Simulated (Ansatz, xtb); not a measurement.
Relative energy of two isomers of C4H4ClF3O

Structure a: `FC(F)(F)[C@@H]1OC[C@@H]1Cl`, a singlet. Structure b: `FC(F)(F)[C@@H]1OC[C@H]1Cl`, a singlet. Both are isolated molecules in the gas phase, relaxed with PBE0-D3(BJ)/def2-SVP.

Quicker runs give these differences E(b) − E(a): GFN2-xTB −6.14 kJ/mol; HF/STO-3G −5.90 kJ/mol (at GFN2-xTB geometries); r2SCAN-D4/def2-SVP −6.03 kJ/mol (at GFN2-xTB geometries).

Problem. Estimate E(b) − E(a) at the level CCSD(T)/def2-SVP + ΔMP2/def2-TZVPP.

Solution. Calculated at CCSD(T)/def2-SVP + ΔMP2/def2-TZVPP: E(b) − E(a) = −7.63 kJ/mol, so structure b lies lower.

How the difference moves with the method:

| level | geometry | E(b) − E(a) (kJ/mol) | departure from the last row (kJ/mol) | job, with rough time for the two |
| --- | --- | --- | --- | --- |
| GFN2-xTB | GFN2-xTB | −6.14 | +1.49 | optimisation, 0.57 s |
| HF/STO-3G | GFN2-xTB | −5.90 | +1.73 | single point, 2.3 s |
| r2SCAN-D4/def2-SVP | GFN2-xTB | −6.03 | +1.60 | single point, 11 s |
| PBE0-D3(BJ)/def2-SVP | PBE0-D3(BJ)/def2-SVP | −6.48 | +1.15 | optimisation, 3 min |
| HF/def2-SVP | PBE0-D3(BJ)/def2-SVP | −10.29 | −2.66 | part of the CCSD(T) run |
| MP2/def2-SVP | PBE0-D3(BJ)/def2-SVP | −5.88 | +1.75 | part of the CCSD(T) run |
| CCSD(T)/def2-SVP | PBE0-D3(BJ)/def2-SVP | −6.27 | +1.36 | single point |
| CCSD(T)/def2-SVP + ΔMP2/def2-TZVPP | PBE0-D3(BJ)/def2-SVP | −7.63 |  | single point, 6.6 min |

As drawn, both hold the same kinds of bond in the same numbers.

The levels shown agree on the order. The largest departure from CCSD(T)/def2-SVP + ΔMP2/def2-TZVPP is that of HF/def2-SVP, 2.66 kJ/mol. The last row adds to CCSD(T) the change of the MP2 difference between the two basis sets, here −1.36 kJ/mol.

With thermal terms from frequencies at re-optimised GFN2-xTB minima (ideal gas, soft modes damped towards free rotors, one conformer each, 298.15 K, 1 atm): the zero-point term adds −0.43 kJ/mol; ΔH is −7.74 and ΔG −8.85 kJ/mol.

The correlated steps freeze 13 core orbitals. Run with Ansatz 0.2.0, xtb 6.7.1; the last row on 2 threads of Intel(R) Xeon(R) Processor @ 2.50GHz (Skylake/Cascade Lake) on a shared host.
